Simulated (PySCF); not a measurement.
Molybdenum: a sound run and one with changed settings

Sound run: Mo⁺ [Kr] 4d5, Mo²⁺ [Kr] 4d4. All numbers are calculated (PySCF 2.14, the spin-free X2C one-electron Hamiltonian (Gaussian nucleus), in x2c-SVPall). In the sound run the correlated levels freeze [Kr]. The sound run starts from symmetry-adapted Hartree-Fock orbitals and uses a fine grid where one is needed.

Changed run: no relativity, point nucleus. This setting is unsound on purpose.

```
species  method  sound run (hartree)  changed run (hartree)  converged
    Mo⁺     UHF          -4045.59487            -3929.37063        yes
    Mo⁺   B3LYP          -4047.75807            -3931.54370        yes
    Mo⁺    BP86          -4048.19734            -3931.98400        yes
    Mo⁺     MP2          -4045.64155            -3929.41684        yes
   Mo²⁺     UHF          -4045.03901            -3928.80307        yes
   Mo²⁺   B3LYP          -4047.15938            -3930.93409        yes
   Mo²⁺    BP86          -4047.58747            -3931.36371        yes
   Mo²⁺     MP2          -4045.06602            -3928.82982        yes
```

Ionisation energy of Mo⁺:

```csv
method,sound run (eV),changed run (eV)
UHF,15.126,15.444
B3LYP,16.291,16.588
BP86,16.595,16.879
MP2,15.661,15.974
SCS-MP2,15.304,15.621
```

Most of the change in total energy is the relativistic energy itself. On top of that the contraction fixes the core shape for the Hamiltonian it was made with, so the changed run is not a good calculation with the other Hamiltonian either.

For comparison, NIST gives 16.16 ± 0.12 eV between the lowest levels.
